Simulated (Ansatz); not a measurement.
Start from `C[SiH](F)CCl` and change one atom or group to get `C[Si@H](F)[C@@H](F)Cl`.

Ansatz, PBE0-D4/def2-TZVP geometries, multiplicity 1. Each molecule was computed in one conformer, which needn't be the lowest.

| property | `C[SiH](F)CCl` |
| --- | --- |
| HOMO energy (PBE/def2-TZVPP) / eV | -6.84 |
| LUMO energy (ωB97M-V/def2-TZVPP) / eV | 2.05 |
| size of the dipole moment (ωB97M-V/def2-TZVPP) / D | 0.79 |
| HOMO–LUMO gap (ωB97M-V/def2-TZVPP) / eV | 12.52 |
| LUMO energy (PBE/def2-TZVPP) / eV | -0.90 |
| size of the dipole moment (B3LYP/def2-TZVPP) / D | 0.77 |

Question: What does the change do to each property? (An estimate is asked.)

Answer: Ansatz gave: 
```
                                          property  `C[Si@H](F)[C@@H](F)Cl`  shift
                 HOMO energy (PBE/def2-TZVPP) / eV                    -6.88  -0.04
             LUMO energy (ωB97M-V/def2-TZVPP) / eV                     1.94  -0.11
size of the dipole moment (ωB97M-V/def2-TZVPP) / D                     1.33   0.54
           HOMO–LUMO gap (ωB97M-V/def2-TZVPP) / eV                    12.51  -0.01
                 LUMO energy (PBE/def2-TZVPP) / eV                    -0.90   0.00
  size of the dipole moment (B3LYP/def2-TZVPP) / D                     1.33   0.56
```

Dipoles are sizes alone; their direction can turn.

B3LYP here is the variant with VWN-RPA as its local correlation; programs differ in this.
